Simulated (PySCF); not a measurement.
Si(SH)(SiH3) (H4SSi2), SMILES [SiH3][Si]S (connectivity only; charge and spin as stated), neutral, multiplicity 1. Atoms are numbered in the order given.

```xyz
7

Si    -1.0978    -0.2237     0.0000
S      0.5710    -1.5487     0.0000
H     -0.1049    -2.7162     0.0000
Si     0.3256     1.7208     0.0000
H      1.7871     1.4541     0.0000
H     -0.0036     2.5415    -1.1965
H     -0.0036     2.5415     1.1965
```
Charge 0, spin multiplicity 1.

Geometry: B3LYP-D3(BJ)/def2-TZVP. One conformer was computed; it need not be the lowest.

Computed with B3LYP-D3(BJ)/def2-TZVP (PySCF 2.14.0).

Frequencies are harmonic and unscaled.

Computed harmonic wavenumbers and intensities:
```csv
mode,ν (cm⁻¹),IR (km/mol),moving atoms (share of kinetic energy)
1,60,0.2,H 93 %
2,142,0.8,"Si 45 %, S 41 %, H 14 %"
3,359,2.6,H 94 %
4,370,6.8,"Si 84 %, H 15 %"
5,474,41.7,"H 46 %, Si 29 %, S 25 %"
6,529,7.4,"Si 47 %, H 33 %, S 20 %"
7,535,29.7,H 90 %
8,793,46.1,H 92 %
9,882,255.8,"H 91 %, Si 9 %"
10,943,39.9,H 97 %
11,944,33.5,H 97 %
12,2185,83.6,H 99 %
13,2193,95.0,H 96 %
14,2203,87.1,H 96 %
15,2618,1.6,H 97 %
```
